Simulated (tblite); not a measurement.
Species: C5H10F2OSi.
Structure used (GFN2-xTB), in Å, numbered top down from 1:
```xyz
19
C5H10F2OSi angstrom
F      3.1185    0.6493   -0.9744
C      2.4377    0.4009    0.1727
F      2.8837   -0.7919    0.6200
C      0.9277    0.3929   -0.0992
C      0.4989   -0.8683   -0.8461
Si    -1.3921   -0.8628   -1.0508
C     -1.9701   -0.2179    0.6444
C     -1.0517    0.9154    1.1003
O      0.3116    0.5500    1.1579
H      2.7149    1.1644    0.9136
H      0.7255    1.2831   -0.7221
H      0.8177   -1.7339   -0.2641
H      1.0264   -0.9036   -1.7985
H     -1.9049   -2.2037   -1.3288
H     -1.7712    0.0902   -2.1035
H     -1.9255   -1.0155    1.3867
H     -2.9945    0.1505    0.6277
H     -1.1687    1.7852    0.4355
H     -1.2936    1.2249    2.1209
```

Computed values, GFN2-xTB/tblite, gas phase, harmonic and unscaled. Against measured fundamentals such values can be off by several per cent, at times by over 20. Modes of hydrogen on silicon can be 10 to 20 % off. One conformer, not necessarily the lowest.

Harmonic wavenumbers (cm⁻¹): 51.3, 91.2, 133.9, 169.3, 222.9, 277.1, 302.0, 352.1, 435.4, 455.4, 520.7, 542.9, 556.2, 633.2, 646.0, 694.9, 763.0, 788.8, 803.1, 819.2, 907.3, 936.5, 985.4, 1002.6, 1041.0, 1081.1, 1102.9, 1130.9, 1158.8, 1162.6, 1213.1, 1222.5, 1248.7, 1281.3, 1291.2, 1318.0, 1328.5, 1347.8, 1455.9, 1460.2, 1472.6, 2217.4, 2278.4, 2819.6, 2856.7, 2916.6, 2956.5, 2988.5, 2993.2, 3002.4, 3006.1.

A = 2463, B = 856.9, C = 741.3 MHz; mass 152.047 u (most abundant isotopes); point group C1, symmetry number 1.

Question: Zero-point energy?

Answer: Half the sum of the wavenumbers: 31221 cm⁻¹ = 373.49 kJ/mol.

Question: Give the ideal-gas entropy at 500 K and 1 bar in the rigid-rotor, harmonic-oscillator model (classical rotation).

Answer: Translation 182.26, rotation 130.75, vibration 197.45: S = 510.5 J/(mol K).

Question: And Cp and H(500 K) − H(0)?

Answer: Cp = 246.79 J/(mol K), of which vibrations give 213.53 (their classical limit is 51 R = 424.0); H(500 K) − H(0) = 69.86 kJ/mol without the zero-point energy, 53.23 from vibrations.

Question: What must be added to the electronic energy to get the Gibbs energy at 500 K and 1 bar?

Answer: ZPE + [H(500 K) − H(0)] − T·S = 373.49 + 69.86 − 255.23 = 188.12 kJ/mol.

Question: Which modes carry the vibrational entropy at 500 K?

Answer: 51.3 cm⁻¹: 24.23; 91.2 cm⁻¹: 19.46; 133.9 cm⁻¹: 16.30; 169.3 cm⁻¹: 14.38; 222.9 cm⁻¹: 12.15; 277.1 cm⁻¹: 10.41 J/(mol K); the other 45 give 100.52 together.

Question: Blend soft modes into free rotors: weight 1/[1 + (100 cm⁻¹/ν̃)⁴] for the oscillator and the rest for a rotor with moment μB/(μ + B), μ = h/(8π²ν), B = 10⁻⁴⁴ kg m². What vibrational entropy results?

Answer: 186.49 J/(mol K) in place of 197.45, which changes −T·S at 500 K by +5.48 kJ/mol.

Hindered rotation and anharmonicity are outside this model. Other conformers, if any are populated, would add a mixing term that is left out. The structure is chiral; the term R ln 2 for an equal mix with its mirror image is left out.
